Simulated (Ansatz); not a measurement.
A nudged elastic band was laid between two geometries of Cl2F2Ti + H2 (7 atoms, charge 0, multiplicity 1).

Computed with Ansatz, RKS B3LYP-D4/def2-SVP.

```yaml
movable_images: 7
climbing_image: yes
spring: 5.0 eV/Å²
optimiser: quadratic models (default)
start_path: through a guess of the saddle point
force_threshold: 0.03 eV/Å
iteration_limit: 60
end_points: relaxed
```

Image 0:

```xyz
7
Properties=species:S:1:pos:R:3
Ti -0.170 -0.290 -0.158
F -0.154 -0.300 1.572
Cl 1.869 -0.355 -0.919
Cl -1.198 1.490 -0.878
F -1.021 -1.694 -0.694
H 1.529 2.394 1.394
H 1.225 1.943 1.924
```

Image 8:

```xyz
7
Properties=species:S:1:pos:R:3
Ti 0.332 0.219 -0.187
F -0.526 0.763 1.896
Cl 1.813 -0.068 -1.751
Cl -1.185 1.577 -0.992
F -0.147 -1.375 0.295
H 1.495 0.943 0.814
H 0.297 1.130 2.165
```

Problem. What changes between the two ends?

Solution. Bonds broken: H6–H7. Bonds formed: Ti1–H6, F2–H7. Cl2F2Ti + H2 becomes Cl2F2H2Ti.

Problem. What energy profile does the band end with?

Solution. The forces met the threshold. The highest image is number 6 of 0 to 8, 1.88 eV above the first end and 0.13 eV above the last; the last end lies 1.75 eV above the first. A vibrational analysis at the climbing image gives one clearly imaginary mode, 637i cm⁻¹: a first-order saddle point. The orbitals stay closed-shell, which can raise the energy where a bond breaks towards radicals; this wasn't checked here.

```csv
image,path coordinate (Å),energy (eV),H6–H7 (Å),Ti1–H6 (Å),F2–H7 (Å)
0,0.00,0.00,0.76,3.54,2.66
1,0.68,0.00,0.76,3.69,2.66
2,1.36,0.01,0.76,3.63,2.70
3,2.03,0.08,0.76,3.23,2.32
4,2.71,0.38,0.76,2.66,2.06
5,3.39,0.87,0.78,2.12,1.73
6,4.07,1.88,1.10,1.81,1.09
7,4.44,1.77,1.45,1.73,0.97
8,4.82,1.75,1.82,1.70,0.94
```

Problem. What is the geometry of the highest image?

Solution. 
```xyz
7
Properties=species:S:1:pos:R:3:forces:R:3
Ti 0.195 0.264 -0.059 0.00 0.00 0.00
F -0.467 0.695 1.870 0.00 0.00 0.00
Cl 1.866 0.134 -1.458 0.00 0.00 0.00
Cl -1.231 1.595 -1.024 0.00 0.00 0.00
F -0.326 -1.373 0.092 0.00 0.00 0.00
H 1.449 0.938 1.064 0.00 0.00 0.00
H 0.592 0.936 1.756 0.00 0.00 0.00
```

Problem. What are the harmonic wavenumbers there?

Solution. 637i, 110, 139, 153, 197, 211, 300, 424, 482, 668, 821, 1146, 1167, 1635, 1961 cm⁻¹.

Time of the run: 7.8 min on 2 threads of Arm Neoverse V1, on a shared host, peak memory 0.27 GiB.
